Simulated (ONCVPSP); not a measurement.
# Zn (Z = 30): excitation energies, all-electron against ONCV

ONCVPSP 4.0.1 input, shortened (lines: element, Z, core and valence counts, functional; n l f; lmax; l rc ep ncon nbas qcut; lloc lpopt rc5 dvloc0; l nproj debl; icmod fcfact rcfact), PBE, scalar-relativistic:

```
  Zn 30.00    3    4        4      upf
    1    0    2.00
    2    0    2.00
    2    1    6.00
    3    0    2.00
    3    1    6.00
    3    2   10.00
    4    0    1.50
    2
    0    0.90    0.00    4    9   11.90
    1    0.90    0.00    4    9   15.40
    2    1.00    0.00    3    8   15.50
    4    5    0.80    2.00
    0    2    1.80
    1    2    2.90
    2    2    0.90
    1    0.20    0.00
```

In the p channel the program set the typed energies aside and used -3.235, 0.250 Ha.

Energies are relative to the spin-unpolarised reference configuration 3s2 3p6 3d10 4s1.5; without spin polarisation the order of configurations can differ from experiment.

```json
{"valence configuration": "3s2 3p6 3d10 4s2", "charge": "0", "ΔE all-electron (eV)": "-3.941", "error AE − PS (meV)": "+0.3"}
{"valence configuration": "3s2 3p6 3d10 4s1 4p1", "charge": "0", "ΔE all-electron (eV)": "1.146", "error AE − PS (meV)": "0.0"}
```

What are ΔE and the potential's error for 3s2 3p6 3d10 4s0?

ΔE = 24.390 eV all-electron; the error (AE − PS) is +0.4 meV.

What are ΔE and the potential's error for 3s2 3p6 3d10 4s1?

ΔE = 5.948 eV all-electron; the error (AE − PS) is -0.2 meV.

Levels in the configuration 3s2 3p6 3d10 4s0:

| level | all-electron (eV) | pseudo (eV) |
| --- | --- | --- |
| 3s | -150.113 | -150.104 |
| 3p | -104.308 | -104.299 |
| 3d | -30.856 | -30.864 |
